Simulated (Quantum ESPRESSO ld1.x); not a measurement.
Problem. Species: the calcium ion Ca6+. Configuration: [Ne] 3s2 3p2. Method: scalar-relativistic Kohn-Sham, LDA (Slater exchange, VWN5 correlation), spin-polarised, spherical densities, point nucleus; open shells are filled with parallel spins first; computed with ld1.x of Quantum ESPRESSO 7.5. Some entries of the table are withheld. Estimate them.

| orbital | occ. | eigenvalue (hartree) | <r> (bohr) |
|---|---|---|---|
| 1s up | 1 | -148.8719 | 0.07701 |
| 1s down | 1 | -148.8399 | 0.07700 |
| 2s up | 1 | -19.1162 | 0.3639 |
| 2s down | 1 | -19.0824 | 0.3635 |
| 2p up | 3 | -16.2625 | 0.3261 |
| 2p down | 3 | -16.2213 | 0.3258 |
| 3s up | 1 | (1) | 1.043 |
| 3s down | 1 | (2) | 1.049 |
| 3p up | 2 | -4.3198 | 1.079 |
| 3p down | 0 | -4.1770 | 1.087 |
| 3d up | 0 | -3.1897 | 1.110 |
| 3d down | 0 | -3.0595 | 1.122 |
| 4s up | 0 | -2.1314 | (3) |
| 4s down | 0 | -2.0881 | (4) |

Solution. 
(1) 3s up eigenvalue (hartree): -5.0793
(2) 3s down eigenvalue (hartree): -4.9324
(3) 4s up <r> (bohr): 2.207
(4) 4s down <r> (bohr): 2.242
